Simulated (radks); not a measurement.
Polarisability of the selenium ion Se+, [Ar] 3d10 4s2 4p3, at imaginary frequency. Calculated with a radial shooting solver on a logarithmic mesh with Libxc functionals: scalar-relativistic Kohn-Sham, PBE, spin-unpolarised, spherical densities, finite nucleus; Fermi nuclear charge, rms radius 4.14 fm. Response by self-consistent Sternheimer equations with the Hartree and adiabatic LDA kernel, the relativistic mass of each level held fixed and spin-orbit coupling left out.

w (hartree)  alpha1(iw) (bohr^3)
0.00266                    14.93
0.0143                     14.92
0.0360                     14.86
0.0697                     14.66
0.118                      14.18
0.186                      13.22
0.280                      11.60
0.413                      9.337
0.605                      6.741
0.892                      4.326
1.35                       2.482
2.12                       1.292
3.59                      0.6119
6.94                      0.2438
17.5                     0.05945

Static values: alpha1 = 14.93 bohr^3 (2.213 angstrom^3; uncoupled 23.00). C6 = 93.22, triple-dipole C9 = 1007 atomic units. One-pole (London) frequency 4 C6 / (3 alpha1^2) = 0.558 hartree, against 0.566 for minus the highest occupied eigenvalue.
